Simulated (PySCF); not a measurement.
C6H14Te, charge -1, doublet, at the geometry of the source list (a state made from the parent by changing its charge; the spin is typed, not shown lowest) (core potentials on Te) (in this run its highest filled SCF level lies above zero, so its values depend strongly on the basis, on diffuse functions most of all); DF-HF/def2-SV(P) (PySCF).

The PySCF input:
```python
from pyscf import gto, scf

mol = gto.Mole()
mol.atom = '''
    C     2.041900    1.083400    0.362400
    C     1.567200   -0.355500    0.295900
    C     2.731900   -1.311300    0.117900
    Te    0.104400   -0.661000   -1.320000
    C    -1.609100   -0.056300   -0.078600
    C    -1.931600    1.416700   -0.242900
    C    -2.814500   -0.920300   -0.398000
    H     2.568900    1.355900   -0.549300
    H     2.723000    1.215100    1.202900
    H     1.207300    1.766400    0.496900
    H     1.033500   -0.601300    1.215600
    H     2.401100   -2.344200    0.195100
    H     3.485900   -1.135100    0.884900
    H     3.199600   -1.171400   -0.854300
    H    -1.290100   -0.246100    0.947400
    H    -1.073100    2.038400    0.002300
    H    -2.231100    1.631300   -1.266400
    H    -2.751800    1.697400    0.418200
    H    -2.581300   -1.975500   -0.276600
    H    -3.142800   -0.755800   -1.422200
    H    -3.639500   -0.670900    0.269000
'''
mol.basis = 'def2-sv(p)'
mol.ecp = {'Te': 'def2-sv(p)'}
mol.charge = -1
mol.spin = 1
mol.verbose = 4
mol.symmetry = True
mol.build()

mf = scf.UHF(mol)
mf = mf.density_fit(auxbasis='def2-universal-jkfit')
mf.kernel()
mf.analyze()
```

It wrote (shortened):

```
PySCF version 2.14.0

[INPUT] verbose = 4
[INPUT] num. atoms = 21
[INPUT] num. electrons = 75
[INPUT] charge = -1
[INPUT] spin (= nelec alpha-beta = 2S) = 1
[INPUT] symmetry True subgroup None
[INPUT] Mole.unit = angstrom
[INPUT] Symbol           X                Y                Z      unit          X                Y                Z       unit  Magmom
[...]
nuclear repulsion = 445.948013841283
point group symmetry = C1
symmetry origin: [0. 0. 0.]
symmetry axis x: [1. 0. 0.]
symmetry axis y: [0. 1. 0.]
symmetry axis z: [0. 0. 1.]
num. orbitals of irrep A = 138
number of shells = 74
number of NR pGTOs = 261
number of NR cGTOs = 138
basis = def2-sv(p)
ecp = {'Te': 'def2-sv(p)'}

******** <class 'pyscf.df.df_jk.DFUHF'> ********
method = DFUHF
initial guess = minao
damping factor = 0
level_shift factor = 0
DIIS = <class 'pyscf.scf.diis.CDIIS'>
diis_start_cycle = 1
diis_space = 8
diis_damp = 0
SCF conv_tol = 1e-09
SCF conv_tol_grad = None
SCF max_cycles = 50
direct_scf = False
number electrons alpha = 38  beta = 37
Set gradient conv threshold to 3.16228e-05
******** <class 'pyscf.df.df.DF'> ********
auxbasis = def2-universal-jkfit
init E= -474.49631609259

cycle= 1 E= -500.179082669392  delta_E= -25.7  |g|= 1.79  |ddm|= 5.97
cycle= 2 E= -499.454138707753  delta_E= 0.725  |g|= 1.61  |ddm|= 21.8
cycle= 3 E= -501.867168751543  delta_E= -2.41  |g|= 0.456  |ddm|= 21.4
cycle= 4 E= -502.030606347  delta_E= -0.163  |g|= 0.118  |ddm|= 1.01
cycle= 5 E= -502.045642930136  delta_E= -0.015  |g|= 0.036  |ddm|= 0.34
cycle= 6 E= -502.04725460454  delta_E= -0.00161  |g|= 0.0167  |ddm|= 0.126
cycle= 7 E= -502.047678022715  delta_E= -0.000423  |g|= 0.00679  |ddm|= 0.0793
cycle= 8 E= -502.047800298517  delta_E= -0.000122  |g|= 0.00352  |ddm|= 0.058
cycle= 9 E= -502.047837885048  delta_E= -3.76e-05  |g|= 0.00204  |ddm|= 0.0313
cycle= 10 E= -502.047855859411  delta_E= -1.8e-05  |g|= 0.00115  |ddm|= 0.0245
cycle= 11 E= -502.047862489439  delta_E= -6.63e-06  |g|= 0.000657  |ddm|= 0.0167
cycle= 12 E= -502.047865189349  delta_E= -2.7e-06  |g|= 0.00046  |ddm|= 0.0129
cycle= 13 E= -502.047866475912  delta_E= -1.29e-06  |g|= 0.000359  |ddm|= 0.00888
cycle= 14 E= -502.047867638312  delta_E= -1.16e-06  |g|= 0.000265  |ddm|= 0.0104
cycle= 15 E= -502.047868509182  delta_E= -8.71e-07  |g|= 0.000176  |ddm|= 0.0112
cycle= 16 E= -502.047868912084  delta_E= -4.03e-07  |g|= 9.82e-05  |ddm|= 0.00939
cycle= 17 E= -502.047868995085  delta_E= -8.3e-08  |g|= 5.61e-05  |ddm|= 0.00386
[...]
converged SCF energy = -502.047869019749  <S^2> = 0.77287722  2S+1 = 2.0227478
Total Energy =                        -502.047869019748532
[...]
spin_pop of  4 C 3px      -0.00446
spin_pop of  4 C 3py      -0.00190
spin_pop of  4 C 3pz       0.00756
spin_pop of  4 C 3dxy     -0.00014
spin_pop of  4 C 3dyz      0.00020
spin_pop of  4 C 3dz^2     0.00017
spin_pop of  4 C 3dxz      0.00070
spin_pop of  4 C 3dx2-y2   -0.00016
spin_pop of  5 C 1s        0.00000
spin_pop of  5 C 2s       -0.00267
spin_pop of  5 C 3s       -0.00010
spin_pop of  5 C 2px      -0.00109
spin_pop of  5 C 2py      -0.00563
spin_pop of  5 C 2pz      -0.00059
spin_pop of  5 C 3px       0.00078
spin_pop of  5 C 3py       0.00045
spin_pop of  5 C 3pz      -0.00009
spin_pop of  5 C 3dxy      0.00022
spin_pop of  5 C 3dyz      0.00024
spin_pop of  5 C 3dz^2    -0.00000
spin_pop of  5 C 3dxz      0.00001
spin_pop of  5 C 3dx2-y2    0.00000
spin_pop of  6 C 1s        0.00000
spin_pop of  6 C 2s        0.00131
spin_pop of  6 C 3s        0.00017
spin_pop of  6 C 2px      -0.00055
spin_pop of  6 C 2py      -0.00371
spin_pop of  6 C 2pz      -0.00088
spin_pop of  6 C 3px       0.00845
spin_pop of  6 C 3py       0.00013
spin_pop of  6 C 3pz       0.00109
spin_pop of  6 C 3dxy     -0.00000
spin_pop of  6 C 3dyz      0.00027
spin_pop of  6 C 3dz^2     0.00006
spin_pop of  6 C 3dxz     -0.00001
spin_pop of  6 C 3dx2-y2    0.00010
spin_pop of  7 H 1s        0.00650
spin_pop of  7 H 2s        0.00421
spin_pop of  8 H 1s        0.00353
spin_pop of  8 H 2s       -0.00013
spin_pop of  9 H 1s        0.00232
spin_pop of  9 H 2s       -0.00014
spin_pop of  10 H 1s       -0.00502
spin_pop of  10 H 2s        0.00235
spin_pop of  11 H 1s        0.00340
spin_pop of  11 H 2s        0.00313
spin_pop of  12 H 1s       -0.00127
spin_pop of  12 H 2s       -0.00018
spin_pop of  13 H 1s        0.01212
spin_pop of  13 H 2s        0.01867
spin_pop of  14 H 1s       -0.00266
spin_pop of  14 H 2s        0.00220
spin_pop of  15 H 1s        0.00217
spin_pop of  15 H 2s       -0.00019
spin_pop of  16 H 1s        0.00716
spin_pop of  16 H 2s        0.00611
spin_pop of  17 H 1s        0.00209
spin_pop of  17 H 2s       -0.00014
spin_pop of  18 H 1s        0.00393
spin_pop of  18 H 2s        0.00258
spin_pop of  19 H 1s        0.00848
spin_pop of  19 H 2s        0.01460
spin_pop of  20 H 1s       -0.00143
spin_pop of  20 H 2s       -0.00015
In total            38.00000 | 37.00000

WARN: System has nonzero charge -1; the dipole moment is origin-dependent.
Location of origin: [0. 0. 0.]

Dipole moment(X, Y, Z, Debye): -0.47546,  2.45976,  5.24173
```
